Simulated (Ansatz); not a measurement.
H₄N (SMILES [NH4+]), charge +1, singlet, at a GFN2-xTB geometry. Base run: Ansatz (a quantum-chemistry and plane-wave program) with HF/cc-pVDZ.

Geometry (Å):
```xyz
5

N      0.0000     0.0000     0.0000
H     -0.6985    -0.3475    -0.6718
H      0.0225     1.0289    -0.0296
H     -0.2521    -0.3106     0.9487
H      0.9281    -0.3708    -0.2473
```
Charge +1, spin multiplicity 1.
All else is at Ansatz's defaults.
Base energy -56.54457 Eh.

Variants of this job, named by their change:

```tsv
change	ΔE vs base (mEh)
base	0.000
fitting.mean_field = cc-pVTZ-JKFIT	-0.011
fitting.mean_field = def2-universal-JKFIT	-0.002
accuracy = high	0.000
point_charge = charge:-1.0 position_ang:-2.0929, 3.1583, -1.372	-132.6
point_charge = charge:0.5 position_ang:-1.6008, -0.8531, 3.5982	66.407
lower_state_search = off	0.000
point_charge = charge:1.0 position_ang:-2.8698, -2.0627, 1.9357	130.2
lower_state_search = light	0.000
nuclear_model = gaussian	0.007
forces = on	0.000
```
